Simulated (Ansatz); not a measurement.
The same group exchange along the group B, Al, Ga, In.

Program: Ansatz. Geometries: PBE0-D4/def2-TZVP. ΔE: electronic, gas phase. CCSD(T)/CBS is the MP2 limit (def2-TZVPP, def2-QZVPP) plus CCSD(T) − MP2 in def2-TZVPP, frozen cores. This one scheme is used for every species. def2 core potentials past Kr. For Ga, In outer-core shells are correlated without core-valence functions, which leaves a few kJ/mol of doubt a bond. Scalar relativity is left out up to krypton. One conformer a species, not always the lowest.

(1) Order these by ΔE at CCSD(T)/CBS, lowest first. (Estimate.)
A. `[SH][GaH][SH]` + CH₄ → `[CH3][GaH][SH]` + H₂S
B. `[SH][InH][SH]` + CH₄ → `[CH3][InH][SH]` + H₂S
C. `SBS` + CH₄ → `CBS` + H₂S

Largest T1 diagnostic: 0.014, for `SBS`.

Results:

(1) C (+74.5 kJ/mol), A (+104.6 kJ/mol), B (+115.5 kJ/mol).
